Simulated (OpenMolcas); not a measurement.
**Ti: effect of the basis set**

```json
{"Program": "OpenMolcas", "Method": "CASSCF", "Active space": "2 electrons in 5 orbitals (3d)", "State averaging": "2S+1 = 3 even, 10 roots; 2S+1 = 1 even, 15 roots", "Spin-orbit coupling": "RASSI with atomic mean-field integrals over the reference wave functions, term energies averaged over their components"}
```

A. ANO-R1 [5s4p3d1f], X2C, finite nucleus; cost of the order of 6 core-seconds
B. ANO-L-VTZP [6s5p3d2f1g], non-relativistic, point nucleus; cost about 7 core-seconds
C. ANO-RCC-VTZP [6s5p3d2f1g], DKH2, point nucleus; cost about 5 core-seconds
D. ANO-R2 [6s5p4d2f1g], X2C, finite nucleus; cost of the order of 5 core-seconds
E. ANO-RCC-VQZP [7s6p4d3f2g1h], DKH2, point nucleus; cost roughly 14 core-seconds
F. ANO-R3 [7s5p5d3f2g1h], X2C, finite nucleus; cost of the order of 8 core-seconds

Energies in cm-1 above 3d2 4s2 3F2, the measured ground level; measured values from NIST Handbook of Basic Atomic Spectroscopic Data.

```json
{"Level": "3d2 4s2 3F2", "A": "0.0", "B": "0.0", "C": "0.0", "D": "0.0", "E": "0.0", "F": "0.0", "Measured": "0.0"}
{"Level": "3d2 4s2 3F3", "A": "177", "B": "184", "C": "179", "D": "176", "E": "181", "F": "180", "Measured": "170"}
{"Level": "3d2 4s2 3F4", "A": "408", "B": "425", "C": "413", "D": "406", "E": "417", "F": "414", "Measured": "387"}
{"Level": "3d2 4s2 1D2", "A": "10583", "B": "10664", "C": "10597", "D": "10567", "E": "10588", "F": "10587", "Measured": "7255"}
{"Level": "3d2 4s2 3P0", "A": "12718", "B": "12811", "C": "12733", "D": "12704", "E": "12727", "F": "12727", "Measured": "8437"}
{"Level": "3d2 4s2 3P1", "A": "12779", "B": "12874", "C": "12795", "D": "12765", "E": "12790", "F": "12789", "Measured": "8492"}
{"Level": "3d2 4s2 3P2", "A": "12907", "B": "13008", "C": "12924", "D": "12892", "E": "12920", "F": "12919", "Measured": "8602"}
{"Level": "3d2 4s2 1G4", "A": "16284", "B": "16411", "C": "16290", "D": "16253", "E": "16277", "F": "16279", "Measured": "12118"}
{"Level": "3d2 4s2 1S0", "A": "39319", "B": "39632", "C": "39290", "D": "39210", "E": "39248", "F": "39257", "Measured": ""}
```

Deviations, from unrounded energies. A percentage is the sum of absolute deviations over the sum of measured energies, with the sign that they share, or ± where signs differ.

```
                        Against measurement  Levels      A      B      C      D      E      F
             mean absolute deviation (cm-1)       7   2900   3000   2900   2900   2900   2900
      fine structure of the ground term (%)       2   +4.9   +9.4   +6.4   +4.6   +7.3   +6.6
other terms of the ground configuration (%)       5  +45.4  +46.5  +45.5  +45.2  +45.4  +45.4
```

A, B, C, D, E, F lie about equally close to measurement. The largest miss of D in the table is 3d2 4s2 3P2, by +4300 cm-1. The ranking rests on the paired levels alone, and a cruder setting can come out closer through cancelling errors.

Among A to F the level of the table that moves most is 3d2 4s2 1S0, by 420 cm-1 (lowest in D, highest in B).

Without dynamic correlation excited terms often stand tens of per cent too high (terms of higher spin than the ground term too low), and those without a measured partner can miss by more than the paired ones. With the s shell closed, the reference lacks s² → p², s² → d² and s → d mixing, so excited terms can stand far too high and out of order, with CASPT2 too. Computed and measured levels are paired by configuration, term and J; levels that our copy of the source lacks, or whose pairing is in doubt (as where it misses far off the trend of its configuration), stay unpaired and out of the deviations. Only configurations of the active space appear.
